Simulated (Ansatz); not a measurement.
A nudged elastic band was laid between two geometries of AlH6NO3 (11 atoms, charge 0, multiplicity 1).

Computed with RKS B3LYP-D4/def2-SVP in Ansatz.

```
movable images  : 7
climbing image  : yes
spring          : 5.0 eV/Å²
optimiser       : quadratic models (default)
start path      : through a guess of the saddle point
force threshold : 0.05 eV/Å
iteration limit : 60
end points      : relaxed
```

Initial state:

```xyz
11
Properties=species:S:1:pos:R:3
Al -0.112 0.090 0.362
O -0.603 -0.451 1.934
H -0.275 -1.273 2.307
O 1.514 -0.231 -0.143
H 1.696 -0.693 -0.965
O -1.311 0.178 -0.884
H -2.147 -0.289 -0.806
N 0.100 2.048 0.818
H 1.064 2.333 0.638
H -0.528 2.623 0.255
H -0.111 2.192 1.808
```

Final state:

```xyz
11
Properties=species:S:1:pos:R:3
Al 0.053 0.405 0.088
O -0.063 -0.108 2.008
H -0.963 -0.430 2.179
O 1.514 -0.147 -0.625
H 1.709 -1.071 -0.799
O -1.505 -0.238 -0.302
H -1.831 -0.343 -1.199
N 0.117 2.137 0.691
H 0.981 2.669 0.601
H -0.658 2.772 0.514
H -0.066 0.880 2.167
```

(1) Which bonds break or form, and what moves?

(2) What energy profile does the band end with?

(3) What is the geometry of the highest image?

Results:

(1) Bonds broken: N8–H11. Bonds formed: O2–H11.

(2) The run converged. The highest image is number 5 of 0 to 8, 21.3 kcal/mol above the first end and 1.5 kcal/mol above the last; the last end lies 19.8 kcal/mol above the first. The profile has 2 maxima (images 1, 5) with wells between them (image 3): this band takes more than one step, which may be the mechanism or a detour left from its start path. A vibrational analysis at the climbing image gives one clearly imaginary mode, 752i cm⁻¹: a first-order saddle point. The orbitals stay closed-shell, which can raise the energy where a bond breaks towards radicals; this wasn't checked here.

| image | path coordinate (Å) | energy (kcal/mol) | N8–H11 (Å) | O2–H11 (Å) |
| --- | --- | --- | --- | --- |
| 0 | 0.00 | 0.0 | 1.02 | 2.69 |
| 1 | 0.76 | 0.8 | 1.02 | 2.68 |
| 2 | 1.51 | 0.4 | 1.02 | 2.91 |
| 3 | 2.27 | 0.1 | 1.02 | 2.55 |
| 4 | 3.02 | 3.4 | 1.04 | 1.96 |
| 5 | 3.78 | 21.3 | 1.45 | 1.14 |
| 6 | 3.97 | 20.5 | 1.66 | 1.05 |
| 7 | 4.17 | 19.9 | 1.82 | 1.02 |
| 8 | 4.37 | 19.8 | 1.95 | 1.00 |

(3) 
```xyz
11
Properties=species:S:1:pos:R:3:forces:R:3
Al 0.004 0.287 0.112 0.00 0.00 0.00
O -0.069 -0.033 1.995 0.01 0.00 0.00
H -0.901 -0.359 2.366 0.00 0.00 0.00
O 1.477 -0.180 -0.632 0.01 -0.01 0.00
H 1.718 -1.091 -0.823 -0.01 0.01 0.00
O -1.554 -0.205 -0.433 0.00 0.00 -0.02
H -1.777 -0.315 -1.361 0.00 0.00 0.01
N 0.105 2.050 0.808 0.00 0.00 0.00
H 0.983 2.565 0.749 0.01 0.00 0.00
H -0.658 2.705 0.646 0.00 0.00 0.00
H -0.040 1.103 1.896 -0.01 0.00 0.01
```

Run time: 8.5 min on 2 threads of Arm Neoverse V1 (shared host), peak memory 0.22 GiB.
